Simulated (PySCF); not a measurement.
# NMR data sheet: C9H12Si

| Quantity | Value |
| --- | --- |
| Formula | C9H12Si |
| SMILES | c1ccc(C2C[SiH2]C2)cc1 |
| Point group of the computed structure | Cs |
| Degrees of unsaturation | 5 |
| Carbon signals | 6 |
| Proton signals | 8 |

Numbering as in the mapped SMILES `[cH:1]1[cH:2][cH:3][c:4]([CH:5]2[CH2:6][SiH2:7][CH2:8]2)[cH:9][cH:10]1`. Each H is labelled by its parent atom. Ha(C6), Ha(Si7), Ha(C8) are cis to C4 on the ring; Hb(C6), Hb(Si7), Hb(C8) are trans to C4 on the ring.

No solvent model, one averaged value for each set of equivalent atoms, no relativistic terms, single conformer. PBE0-D3(BJ)/def2-SVP structure; PBE0/pcSseg-1 with gauge-including orbitals; PySCF 2.14.

Shifts are taken against calculated references (same method and geometry level): 1H (σ = 31.27 ppm), 13C (σ = 184.41 ppm), 29Si (σ = 351.99 ppm) vs TMS.

| carbon | δC, type | δH (multiplicity) | HMBC from (2–3 bonds) | span of the C tensor (ppm) |
| --- | --- | --- | --- | --- |
| C1 | 131.4, CH | 7.30 (m) | H(C2)/H(C10), H(C3)/H(C9) | 231 |
| C2/C10 | 134.3, CH | 7.45 (m) | H(C2)/H(C10), H(C3)/H(C9), H(C1) | 235 |
| C3/C9 | 131.9, CH | 7.45 (m) | H(C2)/H(C10), H(C3)/H(C9), H(C1), H(C5) | 214 |
| C4 | 158.5, C | – | H(C2)/H(C10), H(C3)/H(C9), H(C5), Hb(C6)/Hb(C8), Ha(C6)/Ha(C8) | 231 |
| C5 | 44.4, CH | 3.58 (m) | H(C3)/H(C9), Ha(Si7), Hb(Si7), Hb(C6)/Hb(C8), Ha(C6)/Ha(C8) | 21 |
| C6/C8 | 18.6, CH2 | Hb(C6) 1.94 (m); Ha(C6) 1.24 (m) | Ha(Si7), Hb(Si7), H(C5), Hb(C6)/Hb(C8), Ha(C6)/Ha(C8) | 62 |

Other nuclei:
| atoms | nucleus | environment | δ (ppm) | σ (ppm) |
| --- | --- | --- | --- | --- |
| Ha(Si7) | 1H | hydrogen on a silicon bonded to 2 C, in a 4-membered ring | 5.21 | 26.06 |
| Hb(Si7) | 1H | hydrogen on a silicon bonded to 2 C, in a 4-membered ring | 5.03 | 26.23 |
| Si7 | 29Si | silicon bonded to 2 C, 2 H, in a 4-membered ring | -28.8 | 380.8 |

- Carbon types of the structure: 1 × C, 6 × CH, 2 × CH2, leaving 2 H on heteroatoms.
- δC 158.5: substituted aromatic carbon.
- δC 134.3, 131.9, 131.4: aromatic CH; the aromatic region.
- δC 44.4: sp3 CH on an aromatic ring; a saturated carbon with 3 carbon neighbours and no heteroatom attached.
- δH 7.45, 7.45, 7.30: hydrogen on an aromatic CH; the ring current deshields protons in the ring plane.
- δH 3.58: hydrogen on an sp3 CH on an aromatic ring.

Shifts are as computed. Against solution values, carbons near 30 ppm lie about +2 ppm off and those near 130 ppm about +5 ppm. Of 1313 compounds with measured shifts, 239 miss one by over three times the rms of a fit or turn the order of signals round; such compounds aren't used in these exercises. Multiplicities follow the n + 1 count of equivalent neighbours, as no J values were calculated; m marks all less simple cases, F and P coupling included.
